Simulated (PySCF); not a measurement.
# Bonding in `FC(F)(F)O[C@H]1C[SiH2]N[SiH2]1`

Species: C₃H₈F₃NOSi₂.
SMILES with atom numbers: `[F:1][C:2]([F:3])([F:4])[O:5][C@H:6]1[CH2:7][SiH2:8][NH:9][SiH2:10]1` (hydrogens: H11 on C6; H12, H13 on C7; H14, H15 on Si8; H16 on N9; H17, H18 on Si10)

Geometry (GFN2-xTB, Å), atoms numbered from 1 in this order:
```
atom  x, y, z in Å
F1     2.6391    0.9301    0.7475
C2     2.4329    0.5987   -0.5459
F3     2.9811    1.5736   -1.2718
F4     3.2104   -0.4941   -0.7357
O5     1.1880    0.4302   -0.8863
C6     0.4487   -0.5868   -0.1319
C7    -0.3259    0.0786    0.9965
Si8   -1.8201    0.9651    0.2204
N9    -2.0474   -0.1827   -1.0731
Si10  -0.7784   -1.3003   -1.4203
H11    1.1740   -1.3092    0.2493
H12    0.3190    0.7389    1.5753
H13   -0.6652   -0.7062    1.6728
H14   -1.5120    2.3063   -0.2781
H15   -2.9964    0.9562    1.0925
H16   -2.8706   -0.1459   -1.6482
H17   -1.1513   -2.6756   -1.0722
H18   -0.2349   -1.1707   -2.7673
```

Bond orders from the PBE0/pcSseg-1 density (PySCF). Geometry: GFN2-xTB, one conformer, isolated molecule.

Where do the orders between heavy atoms depart from those drawn in the SMILES?

The largest departure is 0.236, at O5–C6 (drawn single, 0.764). Drawn single, order above 1.12: C2–O5 (1.163). Drawn single, order below 0.88: O5–C6 (0.764) and Si10–C6 (0.827).

Set the Mayer orders of the bonds beside their lengths.

```json
{"bond": "F1–C2", "drawn as": "single", "length (Å)": "1.351", "Mayer order": "0.978"}
{"bond": "C2–F3", "drawn as": "single", "length (Å)": "1.333", "Mayer order": "1.051"}
{"bond": "C2–F4", "drawn as": "single", "length (Å)": "1.355", "Mayer order": "0.984"}
{"bond": "C2–O5", "drawn as": "single", "length (Å)": "1.301", "Mayer order": "1.163"}
{"bond": "O5–C6", "drawn as": "single", "length (Å)": "1.466", "Mayer order": "0.764"}
{"bond": "C6–C7", "drawn as": "single", "length (Å)": "1.522", "Mayer order": "1.023"}
{"bond": "C7–Si8", "drawn as": "single", "length (Å)": "1.903", "Mayer order": "0.896"}
{"bond": "Si8–N9", "drawn as": "single", "length (Å)": "1.744", "Mayer order": "0.941"}
{"bond": "N9–Si10", "drawn as": "single", "length (Å)": "1.726", "Mayer order": "1.003"}
{"bond": "Si10–C6", "drawn as": "single", "length (Å)": "1.917", "Mayer order": "0.827"}
{"bond": "C6–H11", "drawn as": "single", "length (Å)": "1.092", "Mayer order": "0.937"}
{"bond": "C7–H12", "drawn as": "single", "length (Å)": "1.089", "Mayer order": "0.940"}
{"bond": "C7–H13", "drawn as": "single", "length (Å)": "1.090", "Mayer order": "0.935"}
{"bond": "Si8–H14", "drawn as": "single", "length (Å)": "1.464", "Mayer order": "0.921"}
{"bond": "Si8–H15", "drawn as": "single", "length (Å)": "1.464", "Mayer order": "0.930"}
{"bond": "N9–H16", "drawn as": "single", "length (Å)": "1.005", "Mayer order": "0.929"}
{"bond": "Si10–H17", "drawn as": "single", "length (Å)": "1.467", "Mayer order": "0.910"}
{"bond": "Si10–H18", "drawn as": "single", "length (Å)": "1.458", "Mayer order": "0.926"}
```

Bonds between the same two heavy elements. C–F: lowest F1–C2 (0.978, 1.351 Å), highest C2–F3 (1.051, 1.333 Å). C–O: lowest O5–C6 (0.764, 1.466 Å), highest C2–O5 (1.163, 1.301 Å). C–Si: lowest Si10–C6 (0.827, 1.917 Å), highest C7–Si8 (0.896, 1.903 Å). N–Si: lowest Si8–N9 (0.941, 1.744 Å), highest N9–Si10 (1.003, 1.726 Å).

Sum the orders of all bonds at each heavy atom with more than one neighbour and set the sums beside the valence in the SMILES.

C2 4.176 (drawn 4), O5 1.927 (drawn 2), C6 3.551 (drawn 4), C7 3.794 (drawn 4), Si8 3.688 (drawn 4), N9 2.873 (drawn 3), Si10 3.666 (drawn 4). Orders between atoms that aren't bonded are not in these sums.

For a closed shell the Mayer order of atoms A and B is Σ (PS)μν (PS)νμ over the basis functions μ on A and ν on B, with P the density and S the overlap matrix.
